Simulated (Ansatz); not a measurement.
Al₄Sb₄. The state is a singlet with charge 0. Geometry r2SCAN-D4/def2-SVP, basis def2-TZVP, Ansatz.

```xyz
8

Al   -0.9236   -1.9776   -0.9210
Al   -0.2444    1.2503    2.7169
Al    1.0906   -0.9275   -2.1663
Al   -0.6484    0.8491   -0.2028
Sb   -1.0672   -1.2090    1.7129
Sb   -1.1938    0.3751   -2.6664
Sb    1.6572   -0.6349    0.7040
Sb    1.3297    2.2745    0.8226
```

```csv
run,HOMO (eV),LUMO (eV)
A,-4.75,-4.00
B,-4.61,-3.93
C,-4.97,-3.83
D,-5.22,-3.51
```

In the def2 sets Sb takes a core potential; there is no spin–orbit coupling. The structure comes from a short search, and lower isomers may exist.

Problem. The runs used PBE, PBE0, r2SCAN, r2SCANh. Estimate which is which.

Solution. A r2SCAN (0 % exact exchange); B PBE (0 % exact exchange); C r2SCANh (10 % exact exchange); D PBE0 (25 % exact exchange). Exact exchange lowers occupied and raises empty levels; among semilocal functionals meta-GGAs tend to open the gap a little, and such runs are hard to tell apart. The gap grows from 0.68 eV (PBE) to 1.70 eV (PBE0). The restricted singlet is unstable towards broken spin symmetry in Hartree–Fock (as tested in another run); at r2SCAN-D4/def2-TZVP, PBE-D4/def2-TZVP, r2SCANh-D4/def2-TZVP, PBE0-D4/def2-TZVP this wasn't settled.
